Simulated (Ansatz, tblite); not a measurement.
Cost and result up the ladder for the cluster AlCu₂ (the lowest doublet isomer of a short search) (3 atoms). Total charge 0; doublet. Geometry: PBE-D4/def2-TZVP.

```xyz
3

Al   -1.334    0.493   -0.324
Cu    0.387   -1.297   -0.277
Cu    0.947    0.804    0.601
```

Ansatz on 4 threads of AMD EPYC 9R45 on a shared host; xTB runs through tblite on one thread. Times are rough, summed over both states, and most runs start from the orbitals of an earlier one. PBE-QIDH/def2-TZVP serves as the yardstick here, not as an exact answer. The other state is a quartet at its own geometry.

The xTB rows come from tblite. Correlated methods freeze 23 core orbitals. In CCSD on the charge 0 doublet the largest single amplitude is 0.20, so its Hartree–Fock determinant may place the open shell otherwise than the density functionals do. The structure comes from a short search, and lower isomers may exist.

Run but left out: HF/STO-3G, HF/def2-TZVPP, MP2/def2-TZVP, MP2/def2-TZVPP (doublet: ⟨S²⟩ 1.04 to 3.98, where a pure state has 0.75); HF/def2-TZVP (doublet: a determinant that CCSD turns far, T1 0.058).

Correlated methods converge slowly with the basis.

xTB has no spin-polarisation term.

```csv
level,functions,wall time,quartet − doublet (eV),difference from PBE-QIDH/def2-TZVP (eV),remarks
GFN1-xTB,27,0.005 s,3.18,2.09,–
GFN2-xTB,27,0.005 s,2.09,1.00,–
PBE-D4/def2-TZVP,127,1.5 s,1.41,0.32,–
revPBE-D4/def2-TZVP,127,1.6 s,1.38,0.29,–
RPA@PBE/def2-TZVP,127,2.5 s,1.31,0.22,–
BHLYP-D4/def2-TZVP,127,2.9 s,1.33,0.25,–
r2SCAN-D4/def2-TZVP,127,4 s,1.18,0.09,–
PBE-QIDH/def2-TZVP,127,4.2 s,1.09,0.00,–
r2SCANh-D4/def2-TZVP,127,4.5 s,1.13,0.04,–
PBE0-D4/def2-TZVP (with forces),127,4.6 s,1.22,0.13,–
r2SCAN0-D4/def2-TZVP,127,5.1 s,1.06,-0.03,–
CCSD(T)/def2-TZVPP,170,39 s,1.23,0.14,"large T1 (0.058) (doublet), spin-contaminated (⟨S²⟩ 1.07) (doublet)"
```
